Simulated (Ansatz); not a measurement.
A short molecular-dynamics run on Pt₂H⁻ (the lowest singlet isomer of a short search).

```yaml
crystal:
  periodic: [false, false, false]
  atoms:
    - {symbol: Pt, position_ang: [-0.406071, -0.526530, -0.407548]}
    - {symbol: Pt, position_ang: [1.723094, -0.192442, 0.696726]}
    - {symbol: H, position_ang: [-1.317024, 0.718971, -0.289168]}
basis:
  gaussian: {orbitals: def2-SVP}
total_charge: -1
magnetization: {spin_polarized: true, initial_magnetization: 0}
hamiltonian: {xc: {name: BLYP}, dispersion: d3bjatm}
md: {timestep: 2 fs, n_steps: 15, ensemble: nvt_nose_hoover, temperature: 1000, initial_velocities: maxwell_boltzmann, seed: 199}
scf: {omitted_lower_state_checks: [starts]}
```

```sh
$ ansatz run in.yaml --threads 4 --pin off --events-out ev --progress --plain --max-ram 3916MiB
```

| step | time (fs) | potential energy (eV) | kinetic (eV) | T (K) | conserved (eV) |
| --- | --- | --- | --- | --- | --- |
| 0 | 0.0 | -6511.7164 | 0.1293 | 1000 | -6511.5872 |
| 1 | 2.0 | -6511.6907 | 0.1118 | 865 | -6511.5790 |
| 2 | 4.0 | -6511.7143 | 0.1318 | 1020 | -6511.5824 |
| 3 | 6.0 | -6511.7490 | 0.1616 | 1250 | -6511.5875 |
| 4 | 8.0 | -6511.7240 | 0.1408 | 1089 | -6511.5832 |
| 5 | 10.0 | -6511.6922 | 0.1121 | 867 | -6511.5801 |
| 6 | 12.0 | -6511.7014 | 0.1202 | 930 | -6511.5812 |
| 7 | 14.0 | -6511.7338 | 0.1483 | 1147 | -6511.5855 |
| 8 | 16.0 | -6511.7283 | 0.1420 | 1099 | -6511.5862 |
| 9 | 18.0 | -6511.6827 | 0.1035 | 801 | -6511.5791 |
| 10 | 20.0 | -6511.6858 | 0.1039 | 804 | -6511.5819 |
| 11 | 22.0 | -6511.7062 | 0.1198 | 927 | -6511.5864 |
| 12 | 24.0 | -6511.6796 | 0.0964 | 745 | -6511.5832 |
| 13 | 26.0 | -6511.6435 | 0.0632 | 489 | -6511.5803 |
| 14 | 28.0 | -6511.6420 | 0.0613 | 474 | -6511.5807 |
| 15 | 30.0 | -6511.6684 | 0.0843 | 652 | -6511.5842 |

Velocities are drawn at the set temperature; a run this short doesn't reach equilibrium.

In the def2 sets Pt takes a core potential; there is no spin–orbit coupling. The highest occupied level of an anion often lies above zero with these methods, and sets without diffuse functions describe the outer electron poorly. The unrestricted singlet has broken spin symmetry (⟨S²⟩ up to 0.89).

Frames (Å, forces in eV/Å):

```xyz
3
time=0.0 fs
Pt   -0.406   -0.527   -0.408   -0.386   -0.292   -0.299
Pt    1.723   -0.192    0.697    0.721    0.029    0.338
H    -1.317    0.719   -0.289   -0.335    0.262   -0.040
3
time=2.0 fs
Pt   -0.408   -0.526   -0.408    0.214   -1.104   -0.373
Pt    1.725   -0.192    0.698    0.673    0.072    0.335
H    -1.347    0.648   -0.333   -0.887    1.033    0.039
3
time=4.0 fs
Pt   -0.410   -0.526   -0.409    0.133   -0.896   -0.321
Pt    1.727   -0.192    0.699    0.595    0.084    0.305
H    -1.411    0.617   -0.375   -0.728    0.812    0.016
3
time=6.0 fs
Pt   -0.412   -0.526   -0.410   -0.488   -0.052   -0.243
Pt    1.730   -0.192    0.700    0.490    0.067    0.250
H    -1.503    0.616   -0.417   -0.002   -0.016   -0.008
3
time=8.0 fs
Pt   -0.414   -0.526   -0.411   -0.980    0.554   -0.207
Pt    1.732   -0.192    0.701    0.385    0.046    0.193
H    -1.595    0.616   -0.459    0.595   -0.600    0.013
3
time=10.0 fs
Pt   -0.416   -0.526   -0.412   -1.160    0.746   -0.207
Pt    1.735   -0.192    0.702    0.299    0.039    0.151
H    -1.664    0.592   -0.500    0.861   -0.785    0.055
3
time=12.0 fs
Pt   -0.418   -0.526   -0.413   -1.060    0.602   -0.222
Pt    1.737   -0.192    0.703    0.241    0.052    0.131
H    -1.700    0.538   -0.539    0.818   -0.654    0.091
3
time=14.0 fs
Pt   -0.421   -0.526   -0.414   -0.645    0.154   -0.226
Pt    1.740   -0.192    0.705    0.215    0.087    0.134
H    -1.705    0.459   -0.575    0.430   -0.240    0.092
3
time=16.0 fs
Pt   -0.423   -0.526   -0.415    0.103   -0.526   -0.177
Pt    1.742   -0.191    0.706    0.211    0.133    0.152
H    -1.694    0.371   -0.608   -0.314    0.393    0.025
3
time=18.0 fs
Pt   -0.426   -0.526   -0.416    0.778   -1.035   -0.089
Pt    1.745   -0.191    0.707    0.197    0.167    0.160
H    -1.694    0.298   -0.639   -0.975    0.867   -0.072
3
time=20.0 fs
Pt   -0.429   -0.526   -0.417    0.661   -0.879   -0.075
Pt    1.748   -0.191    0.708    0.136    0.163    0.131
H    -1.732    0.258   -0.673   -0.796    0.716   -0.055
3
time=22.0 fs
Pt   -0.431   -0.526   -0.418   -0.020   -0.326   -0.148
Pt    1.750   -0.191    0.710    0.030    0.126    0.067
H    -1.800    0.245   -0.709   -0.010    0.199    0.080
3
time=24.0 fs
Pt   -0.433   -0.526   -0.420   -0.564    0.107   -0.209
Pt    1.753   -0.191    0.711   -0.080    0.087    0.001
H    -1.869    0.241   -0.742    0.643   -0.193    0.209
3
time=26.0 fs
Pt   -0.436   -0.526   -0.421   -0.773    0.286   -0.228
Pt    1.756   -0.190    0.713   -0.164    0.063   -0.048
H    -1.913    0.228   -0.767    0.938   -0.349    0.275
3
time=28.0 fs
Pt   -0.439   -0.526   -0.422   -0.692    0.245   -0.208
Pt    1.759   -0.190    0.714   -0.212    0.061   -0.070
H    -1.921    0.203   -0.782    0.903   -0.306    0.278
3
time=30.0 fs
Pt   -0.441   -0.527   -0.423   -0.305   -0.003   -0.139
Pt    1.761   -0.190    0.715   -0.222    0.080   -0.066
H    -1.895    0.165   -0.786    0.527   -0.077    0.205
```

Run time 28 s (4 threads of Arm Neoverse V2 on a shared host).
